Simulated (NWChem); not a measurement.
System: phosphorus nitride (PN); SMILES P#N

Excerpt of the output:

```
             Northwest Computational Chemistry Package (NWChem) 7.3.0
             --------------------------------------------------------

 ORDER OF PRIMARY AXIS IS BEING SET TO 4
 C4V symmetry detected

                             Geometry "geometry" -> ""
                             -------------------------

 Output coordinates in angstroms (scale by  1.889725989 to convert to a.u.)

  No.       Tag          Charge          X              Y              Z
 ---- ---------------- ---------- -------------- -------------- --------------
    1 N                    7.0000     0.00000000     0.00000000     1.01492932
    2 P                   15.0000     0.00000000     0.00000000    -0.47363368

 Effective nuclear repulsion energy (a.u.)      37.3270134653

      Symmetry information
      --------------------

 Group name             C4v
 Group number             18
 Group order               8
 No. of unique centers     2

                                 NWChem DFT Module
                                 -----------------

 Summary of "ao basis" -> "ao basis" (spherical)
 ------------------------------------------------------------------------------
       Tag                 Description            Shells   Functions and Types
 ---------------- ------------------------------  ------  ---------------------
 N                         def2-tzvpd               13       37   6s3p3d1f
 P                         def2-tzvpd               15       43   6s5p3d1f

      Symmetry analysis of basis
      --------------------------

        a1         28
        a2          0
        b1          8
        b2          8
        e          36

            General Information
            -------------------
          SCF calculation type: DFT
          Wavefunction type:  closed shell.
          No. of atoms     :     2
          No. of electrons :    22
           Alpha electrons :    11
            Beta electrons :    11
          Charge           :     0
          Spin multiplicity:     1
          Use of symmetry is: on ; symmetry adaption is: on
          Maximum number of iterations: 150
          AO basis - number of functions:    80
                     number of shells:    28
          Convergence on energy requested:  1.00D-06
          Convergence on density requested:  1.00D-05
          Convergence on gradient requested:  5.00D-04

              XC Information
              --------------
                         PBE0 Method XC Functional
                     Hartree-Fock (Exact) Exchange  0.250
          PerdewBurkeErnzerhof Exchange Functional  0.750
            Perdew 1991 LDA Correlation Functional  1.000 local
           PerdewBurkeErnz. Correlation Functional  1.000 non-local

             Grid Information
             ----------------
          Grid used for XC integration:  medium
          Radial quadrature: Mura-Knowles
          Angular quadrature: Lebedev.
          Tag              B.-S. Rad. Rad. Pts. Rad. Cut. Ang. Pts.
          ---              ---------- --------- --------- ---------
          N                   0.65       49           9.0       434
          P                   1.00       88           8.0       590
          Grid pruning is: on
          Number of quadrature shells:   137
          Spatial weights used:  Erf1

      Superposition of Atomic Density Guess
      -------------------------------------

 Sum of atomic energies:        -394.96269581

      Non-variational initial energy
      ------------------------------

 Total energy =    -395.167987
 1-e energy   =    -619.122569
 2-e energy   =     186.627568
 HOMO         =      -0.348807
 LUMO         =      -0.060028

      Symmetry analysis of molecular orbitals - initial
      -------------------------------------------------

 !! scf_movecs_sym_adapt:   16 vectors were symmetry contaminated

  Symmetry fudging

 !! scf_movecs_sym_adapt:   16 vectors were symmetry contaminated

  Numbering of irreducible representations:

     1 a1          2 a2          3 b1          4 b2          5 e

  Orbital symmetries:

     1 a1          2 a1          3 a1          4 a1          5 e
     6 e           7 a1          8 a1          9 e          10 e
    11 a1         12 e          13 e          14 a1         15 a1
    16 a1         17 b1         18 b2         19 e          20 e
    21 e

     ---------------------------------------------
      Total Density - Mulliken Population Analysis
     ---------------------------------------------

    Atom       Charge   Shell Charges
 -----------   ------   -------------------------------------------------------
    1 N    7     7.83   0.82  1.15  0.64  0.94  0.27  0.04  1.47  1.72  0.74  0.00  0.03  0.00  0.00
    2 P   15    14.17   2.01  0.54  1.43  1.09  0.77  0.05  4.15  1.71  0.57  1.16  0.51  0.08  0.08  0.01  0.02

   convergence    iter        energy       DeltaE   RMS-Dens  Diis-err
 ---------------- ----- ----------------- --------- --------- ---------
 d= 0,ls=0.0,diis     1   -395.8182827537 -4.33D+02  1.63D-02  7.38D-01
 d= 0,ls=0.0,diis     2   -395.2264505427  5.92D-01  1.28D-02  4.59D+00
 d= 0,ls=0.0,diis     3   -395.8913163645 -6.65D-01  1.42D-03  6.90D-02
 d= 0,ls=0.0,diis     4   -395.8987883972 -7.47D-03  5.04D-04  3.88D-03
 d= 0,ls=0.0,diis     5   -395.8993080318 -5.20D-04  1.06D-04  1.81D-04
  Resetting Diis
 d= 0,ls=0.0,diis     6   -395.8993271748 -1.91D-05  1.90D-05  1.26D-05
 d= 0,ls=0.0,diis     7   -395.8993288104 -1.64D-06  1.67D-05  6.04D-07
 d= 0,ls=0.0,diis     8   -395.8993280957  7.15D-07  1.20D-05  6.44D-06
 d= 0,ls=0.0,diis     9   -395.8993288890 -7.93D-07  4.18D-07  1.73D-09

         Total DFT energy =     -395.899328889003
      One electron energy =     -620.177486401675
           Coulomb energy =      216.803093703245
    Exchange-Corr. energy =      -29.851949655887
 Nuclear repulsion energy =       37.327013465314

 Numeric. integr. density =       22.000001172711

                  Occupations of the irreducible representations
                  ----------------------------------------------

                     irrep           alpha         beta
                     --------     --------     --------
                     a1                7.0          7.0
                     a2                0.0          0.0
                     b1                0.0          0.0
                     b2                0.0          0.0
                     e                 4.0          4.0

                       DFT Final Molecular Orbital Analysis
                       ------------------------------------

 Vector    9  Occ=2.000000D+00  E=-3.498041D-01  Symmetry=e
              MO Center=  4.5D-15,  6.7D-16,  4.0D-01, r^2= 1.5D+00
   Bfn.  Coefficient  Atom+Function         Bfn.  Coefficient  Atom+Function
  ----- ------------  ---------------      ----- ------------  ---------------
    54      0.299386  2 P  py                 8      0.279137  1 N  py
    11      0.247142  1 N  py                53     -0.161341  2 P  px
    57      0.152965  2 P  py                 7     -0.150429  1 N  px
    14      0.136014  1 N  py                10     -0.133186  1 N  px
    51      0.130701  2 P  py                45     -0.115077  2 P  py

 Vector   10  Occ=2.000000D+00  E=-3.498041D-01  Symmetry=e
              MO Center=  2.0D-16,  4.3D-16,  4.0D-01, r^2= 1.5D+00
   Bfn.  Coefficient  Atom+Function         Bfn.  Coefficient  Atom+Function
  ----- ------------  ---------------      ----- ------------  ---------------
    53      0.299386  2 P  px                 7      0.279137  1 N  px
    10      0.247142  1 N  px                54      0.161341  2 P  py
    56      0.152965  2 P  px                 8      0.150429  1 N  py
    13      0.136014  1 N  px                11      0.133186  1 N  py
    50      0.130701  2 P  px                44     -0.115077  2 P  px

 Vector   11  Occ=2.000000D+00  E=-3.420443D-01  Symmetry=a1
              MO Center=  1.8D-15, -8.0D-15,  5.7D-01, r^2= 1.9D+00
   Bfn.  Coefficient  Atom+Function         Bfn.  Coefficient  Atom+Function
  ----- ------------  ---------------      ----- ------------  ---------------
     9      0.369376  1 N  pz                55     -0.359358  2 P  pz
    12      0.270860  1 N  pz                 4      0.218952  1 N  s
     5      0.218324  1 N  s                 52     -0.161583  2 P  pz
    58     -0.161248  2 P  pz                46      0.137594  2 P  pz
    15      0.110081  1 N  pz                 6      0.107964  1 N  s

 Vector   12  Occ=0.000000D+00  E=-8.912615D-02  Symmetry=e
              MO Center=  5.4D-16,  9.5D-16, -2.3D-01, r^2= 2.5D+00
   Bfn.  Coefficient  Atom+Function         Bfn.  Coefficient  Atom+Function
  ----- ------------  ---------------      ----- ------------  ---------------
    57      0.439869  2 P  py                54      0.383429  2 P  py
     8     -0.290457  1 N  py                11     -0.263232  1 N  py
    14     -0.247266  1 N  py                51      0.153244  2 P  py
    45     -0.130052  2 P  py                70     -0.117150  2 P  d -1
    65     -0.097886  2 P  d -1              60     -0.085559  2 P  d -1

 Vector   13  Occ=0.000000D+00  E=-8.912615D-02  Symmetry=e
              MO Center=  1.5D-16,  3.3D-16, -2.3D-01, r^2= 2.5D+00
   Bfn.  Coefficient  Atom+Function         Bfn.  Coefficient  Atom+Function
  ----- ------------  ---------------      ----- ------------  ---------------
    56      0.439869  2 P  px                53      0.383429  2 P  px
     7     -0.290457  1 N  px                10     -0.263232  1 N  px
    13     -0.247266  1 N  px                50      0.153244  2 P  px
    44     -0.130052  2 P  px                72      0.117150  2 P  d  1
    67      0.097886  2 P  d  1              62      0.085559  2 P  d  1

[...]
```

Level: PBE0/def2-TZVPD. Geometry: optimised at PBE0/def2-SVP.

Problem. Reconstruct the input file.

Solution. This is not unique; one that fits is the input that was run:
```
start job
memory heap 200 mb stack 900 mb global 1100 mb
geometry units angstroms noautoz
  N      0.000000     0.000000     1.009448
  P      0.000000     0.000000    -0.479115
end
basis spherical
  * library def2-tzvpd
end
dft
  xc pbe0
  iterations 150
  mulliken
end
task dft energy
```
